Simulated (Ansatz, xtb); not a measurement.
**C5H7F3O: which of two isomers lies lower**

We compare X, `FC(F)(F)[C@@H]1CCCO1`, a singlet, with Y, `O=CCCCC(F)(F)F`, a singlet. Both are isolated molecules in the gas phase, relaxed with B3LYP-D3(BJ)/def2-SVP; the shapes shown needn't be the lowest conformers.

X (Å):

```csv
atom,x (Å),y (Å),z (Å)
C,-0.9866,-1.2269,-0.2045
C,-0.8229,0.2780,0.0029
C,0.0107,0.9484,-1.1005
C,1.4222,0.9272,-0.5001
C,1.1286,1.1051,0.9902
F,-1.6685,-1.4692,-1.3417
F,0.1985,-1.8571,-0.3044
F,-1.6613,-1.7901,0.8028
O,-0.1464,0.5026,1.2206
H,-1.8475,0.6845,0.0607
H,-0.3398,1.9828,-1.2369
H,-0.0731,0.4353,-2.0683
H,1.9016,-0.0444,-0.6859
H,2.0733,1.7172,-0.9012
H,1.0813,2.1761,1.2647
H,1.8695,0.6176,1.6424
```

Y (Å):

```yaml
atoms:
  - { symbol: C, position_ang: [-1.8270, -1.0879, -1.4876] }
  - { symbol: C, position_ang: [-1.9452, -0.6255, -0.0567] }
  - { symbol: C, position_ang: [-0.7882, -1.0378, 0.8553] }
  - { symbol: C, position_ang: [0.5958, -0.5018, 0.4695] }
  - { symbol: C, position_ang: [0.7158, 1.0029, 0.4687] }
  - { symbol: F, position_ang: [0.2809, 1.5465, 1.6237] }
  - { symbol: F, position_ang: [-0.0059, 1.5707, -0.5250] }
  - { symbol: F, position_ang: [1.9893, 1.3925, 0.2978] }
  - { symbol: O, position_ang: [-0.9328, -1.7716, -1.9218] }
  - { symbol: H, position_ang: [-2.6649, -0.7532, -2.1553] }
  - { symbol: H, position_ang: [-2.8985, -1.0382, 0.3249] }
  - { symbol: H, position_ang: [-2.0997, 0.4671, -0.0723] }
  - { symbol: H, position_ang: [-1.0208, -0.7257, 1.8853] }
  - { symbol: H, position_ang: [-0.7198, -2.1365, 0.8641] }
  - { symbol: H, position_ang: [1.3473, -0.8731, 1.1828] }
  - { symbol: H, position_ang: [0.8840, -0.8562, -0.5297] }
```

Question: Estimate which is lower in electronic energy at CCSD(T)/def2-SVP + ΔMP2/def2-TZVPP, and by roughly how much.

Answer: The CCSD(T)/def2-SVP + ΔMP2/def2-TZVPP calculation puts structure Y lower, by 0.133 eV.

The same difference at several levels:

```tsv
level	geometry	E(Y) − E(X) (eV)	departure from the last row (eV)	job, with rough time for the two
GFN2-xTB	GFN2-xTB	+0.573	+0.706	optimisation, 0.15 s
HF/STO-3G	GFN2-xTB	+1.232	+1.366	single point, 0.52 s
r2SCAN-D4/def2-SVP	GFN2-xTB	−0.118	+0.015	single point, 4.6 s
B3LYP-D3(BJ)/def2-SVP	B3LYP-D3(BJ)/def2-SVP	−0.226	−0.093	optimisation, 67 s
HF/def2-SVP	B3LYP-D3(BJ)/def2-SVP	−0.233	−0.099	part of the CCSD(T) run
MP2/def2-SVP	B3LYP-D3(BJ)/def2-SVP	−0.259	−0.126	part of the CCSD(T) run
CCSD(T)/def2-SVP	B3LYP-D3(BJ)/def2-SVP	−0.259	−0.126	single point
CCSD(T)/def2-SVP + ΔMP2/def2-TZVPP	B3LYP-D3(BJ)/def2-SVP	−0.133		single point, 3.1 min
```

As drawn, Y has 1 C=O in place of 2 C–O. Structure X has a 5-membered ring, Y no ring.

GFN2-xTB, HF/STO-3G put the two in the other order. The largest departure from CCSD(T)/def2-SVP + ΔMP2/def2-TZVPP is that of HF/STO-3G, 1.366 eV. The last row adds to CCSD(T) the change of the MP2 difference between the two basis sets, here +0.126 eV.

With thermal terms from frequencies at re-optimised GFN2-xTB minima (ideal gas, soft modes damped towards free rotors, one conformer each, 298.15 K, 1 atm): on the last row, ΔE + ΔZPE = −0.205, ΔH = −0.177, ΔG = −0.239 eV.

The correlated steps freeze 9 core orbitals. Mirror images aren't counted in ΔG. Run with Ansatz 0.2.0, xtb 6.7.1; the last row on 4 threads of Arm Neoverse V1 on a shared host.
